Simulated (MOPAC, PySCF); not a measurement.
H3Al, SMILES `[AlH3]`, neutral singlet in the gas phase. 

Cartesian coordinates (Å):
```xyz
4

Al     0.0001     0.0000    -0.0010
H      1.5833    -0.0576     0.0014
H     -0.8415    -1.3423     0.0002
H     -0.7419     1.3999    -0.0006
```
Charge 0, spin multiplicity 1.

All levels are single points at this geometry (r2SCAN-D4/def2-TZVP); Pople sets use spherical d functions. Orbital energies aren't observables, and empty levels follow the basis.

r2SCAN-D4/def2-TZVP in PySCF gives dipole (D) = 0.01.

### Question
Estimate the dipole (D) from each of these levels: B3LYP/6-311+G** in PySCF; B3LYP/LANL2DZ in PySCF; PBE/6-31G* in PySCF; SVWN5/6-31G* in PySCF; HF/3-21G in PySCF; HF/6-31G* in PySCF; PM3 in MOPAC; PM7 in MOPAC.

### Answer

```json
[
 {"level": "B3LYP/6-311+G** in PySCF", "dipole (D)": "0.01"},
 {"level": "B3LYP/LANL2DZ in PySCF", "dipole (D)": "0.01"},
 {"level": "PBE/6-31G* in PySCF", "dipole (D)": "0.01"},
 {"level": "SVWN5/6-31G* in PySCF", "dipole (D)": "0.01"},
 {"level": "HF/3-21G in PySCF", "dipole (D)": "0.01"},
 {"level": "HF/6-31G* in PySCF", "dipole (D)": "0.01"},
 {"level": "PM3 in MOPAC", "dipole (D)": "0.01"},
 {"level": "PM7 in MOPAC", "dipole (D)": "0.02"}
]
```
